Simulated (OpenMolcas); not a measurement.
Computed transition rates of Sn2+

| Item | Value |
| --- | --- |
| Program | OpenMolcas |
| Method | MS-CASPT2, IPEA 0.25 Eh, imaginary shift 0.1 Eh (closed shells correlated: 4d) |
| Basis | ANO-RCC-VTZP [7s6p4d2f1g] |
| Scalar Hamiltonian | DKH2, point nucleus |
| Active space | 2 electrons in 4 orbitals (5s 5p) |
| State averaging | 2S+1 = 3 even, 3 roots; 2S+1 = 1 even, 7 roots; 2S+1 = 3 odd, 3 roots; 2S+1 = 1 odd, 3 roots |
| Spin-orbit coupling | RASSI with atomic mean-field integrals over the reference wave functions, term energies averaged over their components |

Rates come from the transition moments of the reference wave functions (E1 and E2 in the length form). At fixed line strength A goes as λ^-3 for E1 and M1 and as λ^-5 for E2, so a rate at the computed wavelength can be rescaled to the measured one. Measured vacuum wavelengths follow from level energies in Moore, Atomic Energy Levels, vol. III, NSRDS-NBS 35 (1971 reprint of NBS Circular 467, 1958). Branching counts decays inside the model space alone, at computed energies, and the table is only a selection of the E1 lines, drawn from those between levels with measured partners whose computed energy lies within a factor of 1.5 of the measured one.

```csv
Upper,Lower,Type,λ computed (nm),λ measured (nm),A computed (s-1),A rescaled (s-1),Branching %
5p2 3P0,5s 5p 1P* 1,E1,204.5,211,1.56e+07,,0.5
5p2 3P2 [57 %],5s 5p 1P* 1,E1,191.1,183,3.96e+08,,17.2
5p2 1D2 [57 %],5s 5p 1P* 1,E1,176.6,207.1,7.98e+08,4.95e+08,36.1
5p2 3P1,5s 5p 3P* 2,E1,139.1,141.1,1.18e+09,1.13e+09,37.7
5p2 3P0,5s 5p 3P* 1,E1,137.1,138.7,2.95e+09,2.85e+09,99.5
5p2 3P2 [57 %],5s 5p 3P* 2,E1,136.9,132.7,1.28e+09,1.41e+09,55.7
5p2 3P1,5s 5p 3P* 1,E1,133,133.5,8.04e+08,7.95e+08,25.7
5p2 3P2 [57 %],5s 5p 3P* 1,E1,130.9,126,6.22e+08,6.97e+08,27.1
5p2 3P1,5s 5p 3P* 0,E1,130.5,130.6,1.14e+09,1.14e+09,36.5
5p2 1D2 [57 %],5s 5p 3P* 2,E1,129.3,145,1.13e+09,,51.0
5p2 1D2 [57 %],5s 5p 3P* 1,E1,124,137,2.84e+08,,12.9
```

Spin-changing lines and M1 lines between different terms are not rescaled, since their strength hangs on the term gaps too.

The largest correction is for 5p2 1D2 [57 %] → 5s 5p 1P* 1 (E1): 7.98e+08 × (176.6 / 207.1)^3 = 4.95e+08 s-1, a factor of 0.62.

The computed rate and branching of 5p2 3P0 → 5s 5p 3P* 1 give the upper level a radiative lifetime of 0.995 / 2.95e+09 s-1 = 3.37e-10 s, counting decays inside the model space alone. The rescaled rate gives about 3.5e-10 s.

The computed order of these levels differs from the measured one in 1 place, and where term gaps are wrong the rates of spin-changing lines can be off by large factors.

No measured rate stands beside these. Rescaling mends the energy factor alone: line strengths can still be far off where a level mixes with configurations outside the active space, and weak or spin-changing lines hang on small mixing coefficients that depend on the term gaps too, so rescaling need not improve them.

Term energies are means over components that CASPT2 splits; among the terms shown or strongly mixed into the levels shown the widest spread is 810 cm-1 (5p2 1D). Over all roots computed the reference weight is 0.88 to 0.94; the roots of lowest weight are the least certain, and an intruder state may touch them. Some levels mix across a computed gap that differs much from the measured one, so their mixing is not that of the real levels. The ¹D term of p² mixes with s d, which this space lacks. Measured partners are found by configuration, term and J. A level has none where our copy of the source lacks it or the pairing is in doubt (some pairs that miss far off the trend of their configuration count as doubtful). Levels of configurations outside the active space are missing.

A share in square brackets marks a mixed level and gives the weight of the term that names it. * marks odd parity.
